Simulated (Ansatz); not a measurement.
Species: C2H9NSi (charge 0, singlet). SMILES: CN(C)[SiH3]
Geometry from a B3LYP-D3(BJ)/def2-TZVP (Ansatz, a quantum-chemistry and plane-wave program) optimisation:
```xyz
13

Si    -0.7131    -0.8091    -0.8012
N      0.0627     0.2883     0.2745
C      0.6908     1.5002    -0.2175
H      0.2163     1.8262    -1.1440
H      0.5848     2.3084     0.5148
H      1.7649     1.3700    -0.4139
C      0.5895    -0.1604     1.5498
H      0.4823     0.6268     2.3044
H      0.0418    -1.0356     1.9016
H      1.6554    -0.4257     1.4972
H      0.2051    -1.6924    -1.5785
H     -1.4930    -0.0165    -1.7804
H     -1.5950    -1.6897     0.0003
```

Parts of the frozen-core correlation energy in cc-pwCVTZ (Ansatz, hartree). Frozen orbitals: 8; correlated occupied orbitals by spin: 13 and 13; virtual: 293 and 293. Spin-orbit coupling is left out. No relativistic terms.

| term | value |
|---|---|
| reference (HF) | -424.42605 |
| MP2 opposite-spin | … |
| MP2 same-spin | -0.14817 |
| CCSD correlation | … |
| (T) | … |
| T1 diagnostic | 0.010 |
| largest doubles amplitude | 0.019 |

Question: What belongs in the gaps?

Answer: 
- MP2 opposite-spin, value: -0.55981
- CCSD correlation, value: -0.75793
- (T), value: -0.02853
